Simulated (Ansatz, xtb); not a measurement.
# Relative energy of two isomers of ClFGeH5OSi+

Structure I is `F[SiH2][OH+][GeH2][Cl]`, a singlet and structure II is `F[Si@H](Cl)[OH+][GeH3]`, a singlet. Both are isolated ions in the gas phase, relaxed with B3LYP/6-31G*; the shapes shown needn't be the lowest conformers.

I (Å):

```xyz
10

Cl    0.4712   -1.5305    2.0273
F    -0.3790   -2.7562   -1.9304
Ge   -1.0449   -0.5314    0.9377
O    -0.2136   -0.3316   -0.8641
Si   -0.5751   -1.2362   -2.3537
H     0.4565   -0.7542   -3.2800
H    -1.9860   -0.9284   -2.6063
H     0.6791    0.0668   -0.8264
H    -2.2309   -1.4161    0.5488
H    -1.2041    0.9381    1.3334
```

II (Å):

```xyz
10

Cl    2.7084    1.1612    1.5348
F     1.6759   -0.6930   -0.6252
Ge   -1.4200   -0.2345   -0.2143
O     0.0565    1.1065    0.0663
Si    1.7728    0.8401   -0.2123
H     2.2018    1.7041   -1.3103
H    -0.2153    1.9140    0.5437
H    -1.2272   -0.5380   -1.7001
H    -2.5846    0.6858    0.1655
H    -1.0356   -1.3197    0.7925
```

Problem. Estimate which is lower in electronic energy at CCSD(T)/def2-SVP + ΔMP2/def2-TZVPP, and by roughly how much.

Solution. The CCSD(T)/def2-SVP + ΔMP2/def2-TZVPP calculation puts structure II lower, by 9.3 kcal/mol.

The same difference at several levels:

| level | geometry | E(II) − E(I) (kcal/mol) | departure from the last row (kcal/mol) | job, with rough time for the two |
| --- | --- | --- | --- | --- |
| B3LYP/6-31G* | B3LYP/6-31G* | −7.1 | +2.2 | optimisation, 3.4 min |
| HF/def2-SVP | B3LYP/6-31G* | −8.5 | +0.8 | part of the CCSD(T) run |
| MP2/def2-SVP | B3LYP/6-31G* | −8.9 | +0.4 | part of the CCSD(T) run |
| CCSD(T)/def2-SVP | B3LYP/6-31G* | −8.6 | +0.7 | single point |
| CCSD(T)/def2-SVP + ΔMP2/def2-TZVPP | B3LYP/6-31G* | −9.3 |  | single point, 33 s |

As drawn, II has 1 Cl–Si, 1 Ge–H in place of 1 Cl–Ge, 1 Si–H.

None of the levels shown reverses the order. The largest departure from CCSD(T)/def2-SVP + ΔMP2/def2-TZVPP is that of B3LYP/6-31G*, 2.2 kcal/mol. Levels run at GFN2-xTB geometries aren't shown. The last row adds to CCSD(T) the change of the MP2 difference between the two basis sets, here −0.7 kcal/mol.

With harmonic frequencies from B3LYP/6-31G* (ideal gas, rigid rotor, one conformer each, 298.15 K, 1 atm): on the last row, ΔE + ΔZPE = −9.8 kcal/mol. A mode under 50 cm⁻¹ makes harmonic enthalpies and free energies unreliable, so none is given.

The correlated steps freeze 21 core orbitals; the filled d shell of Ge is correlated, in a basis made for valence electrons. Programs: Ansatz 0.2.0; the last row on 2 threads of Intel(R) Xeon(R) 6975P-C (Granite Rapids) on a shared host.
